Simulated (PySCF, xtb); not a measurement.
C₃H₄BFO, SMILES B(O)(C=C=C)F. The values are those of a single conformer.

Harmonic wavenumbers (cm⁻¹) from GFN2-xTB (xtb) at its own minimum, in rising order: 64, 109, 304, 322, 351, 380, 535, 554, 609, 763, 834, 862, 908, 940, 1118, 1219, 1270, 1322, 1412, 2071, 3003, 3085, 3094, 3654.

Problem. What does B3LYP-D3(BJ)/def2-SVP (PySCF) give at its own minimum? (Estimate from the structure and the level; the computed values follow.)

Solution. 64, 119, 343, 351, 421, 422, 542, 591, 700, 810, 841, 886, 979, 986, 1093, 1244, 1368, 1430, 1476, 2048, 3104, 3126, 3213, 3877. Paired by order, the mean absolute difference is 56 cm⁻¹ and the zero-point energies are 41.1 and 42.9 kcal/mol.
